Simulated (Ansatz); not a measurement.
Single points on MnF2.

```yaml
crystal:
  periodic: [false, false, false]
  atoms:
    - {symbol: Mn, position_ang: [-0.003563, -0.002049, -0.000054]}
    - {symbol: F, position_ang: [-0.014615, -0.019293, 1.790531]}
    - {symbol: F, position_ang: [0.018178, 0.021342, -1.790478]}
basis:
  gaussian: {orbitals: def2-TZVP, initial_orbitals: start.molden}
magnetization: {spin_polarized: true, initial_magnetization: 5}
hamiltonian: {xc: {name: revPBE}, dispersion: d4}
scf: {omitted_lower_state_checks: [starts]}
output: {orbitals: {seedname: orbitals}}
```

The file start.molden holds the orbitals of an earlier run on this structure, at another level or in another basis.

```sh
$ ansatz run in.yaml --threads 4 --pin off --events-out ev --progress --plain --max-ram 3916MiB
```

It prints (some lines left out):

```
Functional definition: revPBE
754 factors; their error is unknown
mean field evaluation 1: about -36754.8175 eV, gradient 7.1e0 eV
mean field evaluation 2: about -36755.0061 eV, gradient 4.6e-1 eV
mean field evaluation 4: about -36754.9996 eV, gradient 3.5e-2 eV
mean field evaluation 8: about -36754.9996 eV, gradient 1.7e-5 eV
mean field -36754.99957263 eV, -1350.7213208607 hartree, gradient 1.2e-5 eV, S^2 8.760164; 0 other end points of the search recorded, 0 dependent functions left out
reference -36754.99962553 eV, -1350.7213228047 hartree; 24, 19 occupied and 83, 88 virtual orbitals, 754 factors
Total energy: -36755.08540204 eV, -1350.7244750333 hartree
Checks for a lower state left out: starts
```

Hardware: 4 threads of Arm Neoverse V2 on a shared host. Wall time 0.8 s.

As the first input, with `gaussian: {orbitals: def2-SVP, initial_orbitals: start.molden}`, `hamiltonian: {xc: pbe0, dispersion: d4}` (abridged; 0.75 s):

```
Functional definition: PBE0
mean field -36737.21804311 eV, -1350.0678617035 hartree, gradient 5.4e-5 eV, S^2 8.762307
Total energy: -36737.24317993 eV, -1350.0687854647 hartree
Checks for a lower state left out: starts
```

As the first input, with `hamiltonian: {xc: {name: B3LYP}, dispersion: d4}` (abridged; 0.95 s):

```
Functional definition: B3LYP
mean field -36760.40096542 eV, -1350.9198183845 hartree, gradient 1.2e-5 eV, S^2 8.759952
Total energy: -36760.45045323 eV, -1350.9216370280 hartree
Checks for a lower state left out: starts
```

First input, but with `hamiltonian: {xc: pbe}`, `correlation: {method: rpa}` and without the key `output` (abridged; 1.1 s):

```
Functional definition: PBE
mean field -36748.11193941 eV, -1350.4682050085 hartree, gradient 4.0e-6 eV, S^2 8.759884
7 core orbitals not correlated: weight in the atoms' cores, before any rotation towards them, 1.000 or more for the frozen orbitals, at most 0.000 for the correlated occupied ones
Total energy: -36739.24870992 eV, -1350.1424873325 hartree
Checks for a lower state left out: starts
```

As the first input, with `gaussian: {orbitals: def2-TZVPD, initial_orbitals: start.molden}`, `hamiltonian: {xc: pbe0, dispersion: d4}` (abridged; 1.4 s):

```
Functional definition: PBE0
mean field -36748.77714393 eV, -1350.4926508238 hartree, gradient 1.2e-5 eV, S^2 8.761867
Total energy: -36748.80226624 eV, -1350.4935740514 hartree
Checks for a lower state left out: starts
```

As the first input, with `hamiltonian: {xc: pbe0, dispersion: d4}` and without the key `scf` (abridged; 0.9 s):

```
Functional definition: PBE0
mean field evaluation 16: about -36748.6422 eV, gradient 5.5e-5 eV
mean field -36748.64217672 eV, -1350.4876908703 hartree, gradient 2.1e-5 eV, S^2 8.762110; 1 other end points of the search recorded, 0 dependent functions left out
Total energy: -36748.66728787 eV, -1350.4886136879 hartree
```

First input, but with `hamiltonian: {xc: r2scan, dispersion: d4}` (abridged; 1.7 s):

```
Functional definition: r2SCAN
mean field -36757.06322281 eV, -1350.7971586059 hartree, gradient 1.6e-5 eV, S^2 8.763599
Total energy: -36757.06986374 eV, -1350.7974026555 hartree
Checks for a lower state left out: starts
```

Geometry: PBE0-D4/def2-TZVP.

B3LYP takes the VWN-RPA correlation. Correlated methods freeze 7 core orbitals; core or outer-core shells of Mn are correlated, in sets that lack core-valence functions.
